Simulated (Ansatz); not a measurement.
Sites of protonation at heteroatoms (carbon was not tried) of N[SiH2]O[SiH2]N:

A. N[SiH2]O[SiH2]N + H+ -> N[SiH2][OH+][SiH2]N
B. N[SiH2]O[SiH2]N + H+ -> N[SiH2]O[SiH2][NH3+]

Quantity: proton affinity (electronic energy difference), kcal/mol. Geometries: B3LYP-D3(BJ)/def2-TZVP minima from Ansatz (a quantum-chemistry and plane-wave program), one conformer each, not searched for the lowest. Correlated levels leave the core frozen unless marked. No spin-orbit coupling. Non-relativistic. CBS marks a two-point X^-3 extrapolation of the correlation energy; Hartree-Fock from the larger set. Positive means that the reaction releases energy.

|  | PBE-D3(BJ)/def2-TZVPD (Ansatz + dftd3) | BLYP-D4/def2-TZVPD (Ansatz + dftd4) | r2SCANh-D4/def2-TZVPD (Ansatz + dftd4) | CCSD(T)/CBS(cc-pV(T+d)Z,cc-pV(Q+d)Z) (Ansatz) |
|---|---|---|---|---|
| A | 203.7 | 202.2 | 201.9 | [?] |
| B | 226.9 | 225.2 | 225.9 | [?] |

Q: Some entries are withheld; supply them.

A: 
- A, CCSD(T)/CBS(cc-pV(T+d)Z,cc-pV(Q+d)Z) (Ansatz): 202.1
- B, CCSD(T)/CBS(cc-pV(T+d)Z,cc-pV(Q+d)Z) (Ansatz): 225.4
